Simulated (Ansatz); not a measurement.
C3H10OSi can be A, `OCCC[SiH3]`, or B, `CCCO[SiH3]`.

Gas-phase electronic energies from Ansatz, PBE0-D4/def2-TZVP geometries. CCSD(T)/CBS is the MP2 limit (def2-TZVPP, def2-QZVPP) plus CCSD(T) − MP2 in def2-TZVPP, frozen cores. DFT in def2-TZVPP. One conformer a species, not always the lowest.

**Question.** Which isomer does CCSD(T)/CBS put lower? Give the gap. (An estimate is asked.)

**Answer.** Ansatz gave: B, by 23.3 kcal/mol.

**Question.** Give E(B) − E(A) in kcal/mol with MP2/def2-TZVPP, ωB97M-V, CCSD(T)/def2-TZVPP, HF/def2-TZVPP, B2PLYP, CCSD/def2-TZVPP, r2SCAN-D4. (Estimate.)

**Answer.** Computed: MP2/def2-TZVPP -23.8, ωB97M-V -22.9, CCSD(T)/def2-TZVPP -23.4, HF/def2-TZVPP -28.7, B2PLYP -25.1, CCSD/def2-TZVPP -24.0, r2SCAN-D4 -23.2. None reverses the order clearly.

Largest T1 diagnostic: 0.010.

The D4 term adds +1.2 kcal/mol with B3LYP and +0.7 kcal/mol with PBE0; it sums over pairs of atoms, weighted by their polarisabilities, and B3LYP, whose exchange is more repulsive, gets the larger term. In def2-TZVPP, CCSD(T) changes the Hartree–Fock value by +5.4 kcal/mol (the triples alone add +0.6 kcal/mol) and MP2 by +5.0 kcal/mol.

B3LYP here is the variant with VWN-RPA as its local correlation; programs differ in this.
